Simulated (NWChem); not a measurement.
# C2H4Cl2OSi; SMILES O=CC[SiH](Cl)Cl

```xyz
10

O      0.5479     3.1896    -0.3727
C      0.1762     2.3520     0.4041
C      0.8661     1.0348     0.6154
Si     0.1074    -0.3564    -0.3925
Cl     1.0412    -2.1153     0.1259
Cl    -1.8989    -0.4878     0.0585
H     -0.7497     2.5014     1.0163
H      0.8136     0.7262     1.6725
H      1.9202     1.1162     0.3028
H      0.2502    -0.1517    -1.8522
```
Atoms are numbered in this order, from 1.

Program: NWChem. Pople sets run with spherical d functions. Geometry: optimised at PBE0/def2-SVP. Solvent water, SMD (1 M gas to 1 M solution), gas-phase geometry. Reactions with the solvent are ignored.

```csv
level,basis functions,solvation free energy (kcal/mol),cavity-dispersion-structure term (kcal/mol),dipole in solution (D),relative time
M06-2X/STO-3G,46,-2.1,3.8,1.73,1
M06-2X/3-21G,74,-5.4,3.8,1.52,1
M06-2X/6-31G*,104,-4.0,3.8,1.78,4
M06-2X/6-31+G*,128,-4.9,3.8,2.09,8
M06-2X/6-311G**,156,-4.7,3.8,1.77,6
M06-2X/6-311++G**,184,-5.0,3.8,2.10,7
```

Relative times are rough (shared machine, one core).
